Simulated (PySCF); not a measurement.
PySCF job for S₄, SMILES S1SSS1, B3LYP-D3(BJ)/def2-SVP. Geometry: B3LYP-D3(BJ)/def2-SVP.

```python
import numpy as np
from pyscf import gto, scf, dft, df
from pyscf.hessian import thermo

mol = gto.M(
    atom='''
    S     1.03808788   -1.03808788   -0.31341389
    S     1.03808788    1.03808788    0.31341389
    S    -1.03808788    1.03808788   -0.31341389
    S    -1.03808788   -1.03808788    0.31341389
    ''',
    basis='def2-SVP',
    charge=0,
    spin=0,
    max_memory=1600,
    verbose=3,
)
mf = dft.RKS(mol, xc='b3lyp').density_fit(auxbasis='def2-universal-jkfit')
mf.disp = 'd3bj'
mf.grids.level = 3
mf.conv_tol = 1e-11
mf.max_cycle = 100
mf.kernel()

# [left out here: the lines that compute and print the analytic Hessian (its translational invariance restored by hand, since the grid's response is missing), thermochemistry and intensities]
```

Program output:

```
converged SCF energy = -1592.28943971934

WARN: DFTD3 does not support analytical Hessian, using finite difference


WARN: Mole.unit (angstrom) is changed to Bohr

Mode                                 0                   1                   2
Irrep
Freq [cm^-1]                      182.2725            302.2294            380.0780
Reduced mass [au]                  32.0600             32.0600             32.0600
Force const [Dyne/A]                0.6276              1.7254              2.7287
Char temp [K]                     262.2495            434.8407            546.8476
Normal mode                   x     y     z       x     y     z       x     y     z
       0   S                 0.03 -0.03  0.08   -0.06  0.06 -0.00    0.03  0.08  0.01
       1   S                 0.03  0.03 -0.08    0.06  0.06 -0.00   -0.03 -0.08 -0.03
       2   S                -0.03  0.03  0.08    0.06 -0.06  0.00    0.03  0.08 -0.01
       3   S                -0.03 -0.03 -0.08   -0.06 -0.06 -0.00   -0.03 -0.08  0.03
Mode                                 3                   4                   5
Irrep
Freq [cm^-1]                      380.0787            404.8154            479.0456
Reduced mass [au]                  32.0600             32.0600             32.0600
Force const [Dyne/A]                2.7287              3.0955              4.3348
Char temp [K]                     546.8486            582.4393            689.2400
Normal mode                   x     y     z       x     y     z       x     y     z
       0   S                 0.08 -0.03 -0.03   -0.06 -0.06 -0.00   -0.06  0.06  0.04
       1   S                -0.08  0.03 -0.01   -0.06  0.06  0.00   -0.06 -0.06 -0.04
       2   S                 0.08 -0.03  0.03    0.06  0.06  0.00    0.06 -0.06  0.04
       3   S                -0.08  0.03  0.01    0.06 -0.06 -0.00    0.06  0.06 -0.04
temperature 298.1500 [K]
pressure 101325.00 [Pa]
Rotational constants [GHz] 3.35151 3.35151 1.82850
Symmetry number 4
Zero-point energy (ZPE) 0.00485 [Eh]   12731.374 [J/mol]
                           tot       elec      trans        rot        vib
Entropy [J/mol/K]       302.503      0.000    169.282    102.071     31.150
Cv [J/mol/K]             63.917      0.000     12.472     12.472     38.974
Cp [J/mol/K]             72.231      0.000     20.786     12.472     38.974
Internal energy [J/mol]                      3718.434   3718.434  18532.905
Internal energy [Eh]   -1592.27955  -1592.28944
Enthalpy [J/mol]                             6197.391   3718.434  18532.905
Enthalpy [Eh]          -1592.27860
Gibbs free energy [J/mol]                  -44274.098 -26714.161   9245.574
Gibbs free energy [Eh] -1592.31296
mode   freq/cm-1   IR/(km/mol)
   1      182.27         0.000
   2      302.23         0.154
   3      380.08         0.124
   4      380.08         0.124
   5      404.82         0.000
   6      479.05         0.000
max |gradient| / (hartree/bohr): 1.3400013549582884e-05
APT charges: [0. 0. 0. 0.]
```

Self-consistency was reached.
